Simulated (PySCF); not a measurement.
BaF2, triplet, at the geometry of the source list (a higher spin typed on purpose: for a closed-shell molecule this is an excited state) (core potentials on Ba); PBE0/def2-SVP (PySCF).

PySCF was given this input:
```python
from pyscf import gto, scf, dft

mol = gto.M(
    atom='''
Ba   -0.000000   -0.000000   -0.000000
F    -0.264400    1.573900   -1.383100
F     0.264400   -1.573900    1.383100
''',
    basis='def2-svp',
    ecp={'Ba': 'def2-svp'},
    charge=0,
    spin=2,
    verbose=4,
)

mf = dft.UKS(mol)
mf.xc = 'pbe0'
mf.diis = False
mf.max_cycle = 100
mf.kernel()
```

The log (banner, timings and long lists left out):

```
PySCF version 2.14.0

[INPUT] verbose = 4
[INPUT] num. atoms = 3
[INPUT] num. electrons = 28
[INPUT] charge = 0
[INPUT] spin (= nelec alpha-beta = 2S) = 2
[INPUT] symmetry False subgroup None
[INPUT] Mole.unit = angstrom
[INPUT] Symbol           X                Y                Z      unit          X                Y                Z       unit  Magmom
[...]
nuclear repulsion = 55.2510623967334
number of shells = 21
number of NR pGTOs = 97
number of NR cGTOs = 51
basis = def2-svp
ecp = {'Ba': 'def2-svp'}

******** <class 'pyscf.dft.uks.UKS'> ********
method = UKS
initial guess = minao
damping factor = 0
level_shift factor = 0
DIIS disabled
SCF conv_tol = 1e-09
SCF conv_tol_grad = None
SCF max_cycles = 100
direct_scf = True
direct_scf_tol = 1e-13
number electrons alpha = 15  beta = 13
XC library pyscf.dft.libxc version 7.1.2
    S. Lehtola, C. Steigemann, M. J. T. Oliveira, and M. A. L. Marques,  SoftwareX 7, 1–5 (2018)
XC functionals = pbe0
    C. Adamo and V. Barone,  J. Chem. Phys. 110, 6158 (1999)
    M. Ernzerhof and G. E. Scuseria,  J. Chem. Phys. 110, 5029 (1999)
radial grids:
    Treutler-Ahlrichs [JCP 102, 346 (1995); DOI:10.1063/1.469408] (M4) radial grids

becke partition: Becke, JCP 88, 2547 (1988); DOI:10.1063/1.454033
pruning grids: <function nwchem_prune>
grids dens level: 3
symmetrized grids: False
atomic radii adjust function: <function treutler_atomic_radii_adjust>
small_rho_cutoff = 0
Set gradient conv threshold to 3.16228e-05
tot grids = 52448
init E= -214.633886020657

cycle= 1 E= -224.668477587533  delta_E=  -10  |g|= 0.404  |ddm|= 2.16

cycle= 2 E= -224.646703897616  delta_E= 0.0218  |g|= 0.504  |ddm|= 1.03

cycle= 3 E= -224.592315120549  delta_E= 0.0544  |g|= 0.639  |ddm|= 0.682
cycle= 4 E= -224.407057900861  delta_E= 0.185  |g|= 0.963  |ddm|= 0.971

cycle= 5 E= -224.173117191788  delta_E= 0.234  |g|= 1.26  |ddm|= 1.37
cycle= 6 E= -222.430994379542  delta_E= 1.74  |g|= 2.44  |ddm|= 2.25

cycle= 7 E= -221.31481761445  delta_E= 1.12  |g|= 2.79  |ddm|= 3.28
cycle= 8 E= -202.215399006665  delta_E= 19.1  |g|= 4.06  |ddm|= 5.51

cycle= 9 E= -199.126960273222  delta_E= 3.09  |g|=  5.1  |ddm|= 9.79

cycle= 10 E= -185.720088502105  delta_E= 13.4  |g|= 2.98  |ddm|= 12.7

cycle= 11 E= -188.461839825034  delta_E= -2.74  |g|= 4.33  |ddm|= 13.3

cycle= 12 E= -184.980546678073  delta_E= 3.48  |g|= 2.99  |ddm|= 13.8

cycle= 13 E= -188.384666376225  delta_E= -3.4  |g|= 4.34  |ddm|= 13.7

cycle= 14 E= -184.978591513725  delta_E= 3.41  |g|= 2.99  |ddm|= 13.7

cycle= 15 E= -188.384416912182  delta_E= -3.41  |g|= 4.34  |ddm|= 13.7

cycle= 16 E= -184.978575730258  delta_E= 3.41  |g|= 2.99  |ddm|= 13.7

cycle= 17 E= -188.384414337526  delta_E= -3.41  |g|= 4.34  |ddm|= 13.7

cycle= 18 E= -184.978577366211  delta_E= 3.41  |g|= 2.99  |ddm|= 13.7

cycle= 19 E= -188.384024634807  delta_E= -3.41  |g|= 4.34  |ddm|= 13.7

cycle= 20 E= -184.979294789247  delta_E=  3.4  |g|= 2.99  |ddm|= 13.7

cycle= 21 E= -188.23482889468  delta_E= -3.26  |g|= 4.33  |ddm|= 13.7

cycle= 22 E= -185.300554459624  delta_E= 2.93  |g|= 3.12  |ddm|= 13.6

cycle= 23 E= -188.590489328054  delta_E= -3.29  |g|= 4.53  |ddm|= 13.8

cycle= 24 E= -188.147083876944  delta_E= 0.443  |g|=  3.7  |ddm|= 12.9

cycle= 25 E= -187.540372783898  delta_E= 0.607  |g|= 4.53  |ddm|= 12.5

cycle= 26 E= -189.808088698476  delta_E= -2.27  |g|= 3.72  |ddm|= 12.5

cycle= 27 E= -186.404032003017  delta_E=  3.4  |g|= 5.14  |ddm|= 12.4
cycle= 28 E= -191.011654254725  delta_E= -4.61  |g|= 3.71  |ddm|= 13.1

cycle= 29 E= -183.509949087831  delta_E=  7.5  |g|= 5.11  |ddm|= 12.8
cycle= 30 E= -192.345966529497  delta_E= -8.84  |g|=  3.8  |ddm|= 12.5

cycle= 31 E= -183.72122826176  delta_E= 8.62  |g|= 5.08  |ddm|= 12.5
cycle= 32 E= -192.613332956894  delta_E= -8.89  |g|= 3.82  |ddm|= 12.5

cycle= 33 E= -183.761276850331  delta_E= 8.85  |g|= 5.08  |ddm|= 12.5
cycle= 34 E= -192.68436642332  delta_E= -8.92  |g|= 3.83  |ddm|= 12.5

[...]

cycle= 47 E= -183.776163916264  delta_E= 8.94  |g|= 5.07  |ddm|= 12.5
cycle= 48 E= -192.71316517836  delta_E= -8.94  |g|= 3.83  |ddm|= 12.5

cycle= 49 E= -183.776165914492  delta_E= 8.94  |g|= 5.07  |ddm|= 12.5
cycle= 50 E= -192.713169135725  delta_E= -8.94  |g|= 3.83  |ddm|= 12.5

cycle= 51 E= -183.776166505098  delta_E= 8.94  |g|= 5.07  |ddm|= 12.5
cycle= 52 E= -192.713170305392  delta_E= -8.94  |g|= 3.83  |ddm|= 12.5

cycle= 53 E= -183.776166679662  delta_E= 8.94  |g|= 5.07  |ddm|= 12.5
cycle= 54 E= -192.713170651107  delta_E= -8.94  |g|= 3.83  |ddm|= 12.5

cycle= 55 E= -183.776166731257  delta_E= 8.94  |g|= 5.07  |ddm|= 12.5
cycle= 56 E= -192.713170753291  delta_E= -8.94  |g|= 3.83  |ddm|= 12.5

cycle= 57 E= -183.776166746506  delta_E= 8.94  |g|= 5.07  |ddm|= 12.5
cycle= 58 E= -192.713170783493  delta_E= -8.94  |g|= 3.83  |ddm|= 12.5

cycle= 59 E= -183.776166751015  delta_E= 8.94  |g|= 5.07  |ddm|= 12.5
cycle= 60 E= -192.713170792419  delta_E= -8.94  |g|= 3.83  |ddm|= 12.5

cycle= 61 E= -183.776166752347  delta_E= 8.94  |g|= 5.07  |ddm|= 12.5
cycle= 62 E= -192.713170795058  delta_E= -8.94  |g|= 3.83  |ddm|= 12.5

cycle= 63 E= -183.776166752741  delta_E= 8.94  |g|= 5.07  |ddm|= 12.5
cycle= 64 E= -192.713170795838  delta_E= -8.94  |g|= 3.83  |ddm|= 12.5

cycle= 65 E= -183.776166752858  delta_E= 8.94  |g|= 5.07  |ddm|= 12.5
cycle= 66 E= -192.713170796068  delta_E= -8.94  |g|= 3.83  |ddm|= 12.5

cycle= 67 E= -183.776166752892  delta_E= 8.94  |g|= 5.07  |ddm|= 12.5
cycle= 68 E= -192.713170796137  delta_E= -8.94  |g|= 3.83  |ddm|= 12.5

cycle= 69 E= -183.776166752902  delta_E= 8.94  |g|= 5.07  |ddm|= 12.5
cycle= 70 E= -192.713170796157  delta_E= -8.94  |g|= 3.83  |ddm|= 12.5

cycle= 71 E= -183.776166752904  delta_E= 8.94  |g|= 5.07  |ddm|= 12.5
cycle= 72 E= -192.713170796162  delta_E= -8.94  |g|= 3.83  |ddm|= 12.5

cycle= 73 E= -183.776166752905  delta_E= 8.94  |g|= 5.07  |ddm|= 12.5
cycle= 74 E= -192.713170796164  delta_E= -8.94  |g|= 3.83  |ddm|= 12.5

cycle= 75 E= -183.776166752906  delta_E= 8.94  |g|= 5.07  |ddm|= 12.5
cycle= 76 E= -192.713170796164  delta_E= -8.94  |g|= 3.83  |ddm|= 12.5

cycle= 77 E= -183.776166752906  delta_E= 8.94  |g|= 5.07  |ddm|= 12.5
cycle= 78 E= -192.713170796164  delta_E= -8.94  |g|= 3.83  |ddm|= 12.5

cycle= 79 E= -183.776166752905  delta_E= 8.94  |g|= 5.07  |ddm|= 12.5
cycle= 80 E= -192.713170796164  delta_E= -8.94  |g|= 3.83  |ddm|= 12.5

cycle= 81 E= -183.776166752906  delta_E= 8.94  |g|= 5.07  |ddm|= 12.5
cycle= 82 E= -192.713170796164  delta_E= -8.94  |g|= 3.83  |ddm|= 12.5

cycle= 83 E= -183.776166752906  delta_E= 8.94  |g|= 5.07  |ddm|= 12.5
cycle= 84 E= -192.713170796164  delta_E= -8.94  |g|= 3.83  |ddm|= 12.5

cycle= 85 E= -183.776166752906  delta_E= 8.94  |g|= 5.07  |ddm|= 12.5
cycle= 86 E= -192.713170796164  delta_E= -8.94  |g|= 3.83  |ddm|= 12.5

cycle= 87 E= -183.776166752905  delta_E= 8.94  |g|= 5.07  |ddm|= 12.5
cycle= 88 E= -192.713170796164  delta_E= -8.94  |g|= 3.83  |ddm|= 12.5

cycle= 89 E= -183.776166752906  delta_E= 8.94  |g|= 5.07  |ddm|= 12.5
cycle= 90 E= -192.713170796164  delta_E= -8.94  |g|= 3.83  |ddm|= 12.5

cycle= 91 E= -183.776166752906  delta_E= 8.94  |g|= 5.07  |ddm|= 12.5
cycle= 92 E= -192.713170796164  delta_E= -8.94  |g|= 3.83  |ddm|= 12.5

cycle= 93 E= -183.776166752906  delta_E= 8.94  |g|= 5.07  |ddm|= 12.5
cycle= 94 E= -192.713170796165  delta_E= -8.94  |g|= 3.83  |ddm|= 12.5

cycle= 95 E= -183.776166752906  delta_E= 8.94  |g|= 5.07  |ddm|= 12.5
cycle= 96 E= -192.713170796164  delta_E= -8.94  |g|= 3.83  |ddm|= 12.5

cycle= 97 E= -183.776166752906  delta_E= 8.94  |g|= 5.07  |ddm|= 12.5
cycle= 98 E= -192.713170796165  delta_E= -8.94  |g|= 3.83  |ddm|= 12.5

cycle= 99 E= -183.776166752906  delta_E= 8.94  |g|= 5.07  |ddm|= 12.5
cycle= 100 E= -192.713170796165  delta_E= -8.94  |g|= 3.83  |ddm|= 12.5
SCF not converged.
SCF energy = -192.713170796165 after 100 cycles  <S^2> = 2.0031648  2S+1 = 3.0021091
```

The run did not converge; its last values are not results.
